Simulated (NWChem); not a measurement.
**Extrapolating the UMP2 correlation energy of CHO2**

SMILES: O=[C]O
```xyz
4

O     -0.9453     0.6808     0.0000
C     -0.3055    -0.3133     0.0000
O      0.9944    -0.4930     0.0000
H      1.4398     0.3772     0.0000
```
Charge 0, spin multiplicity 2.

All runs are NWChem calculations. All single points use one geometry, from UPBE0/def2-SVP, a minimum by its harmonic frequencies. It is one conformer; others weren't searched.

The correlated methods keep 3 core orbitals frozen. The structure started from a generated list of species. The unpaired electrons of the parent sit in orbitals of symmetry a' (Cs labels of the run); other states weren't searched. No SCF solution was tested for a lower state. Open-shell Hartree-Fock references start from PBE0 orbitals; any time given for them includes that run.

Worked example. The UMP2 correlation energy is -473.77 mHa in cc-pVDZ and -597.97 mHa in cc-pVTZ. The form E(X) = E∞ + A/X³ turns the pair into an estimate of the basis-set limit.

E∞ = (3³·(-597.97) − 2³·(-473.77))/(3³ − 2³) = -650.3 mHa. The larger basis holds 92 % of that, at about 4 times the processor time of the smaller one. This is a two-point estimate, and a rough one from so small a pair.
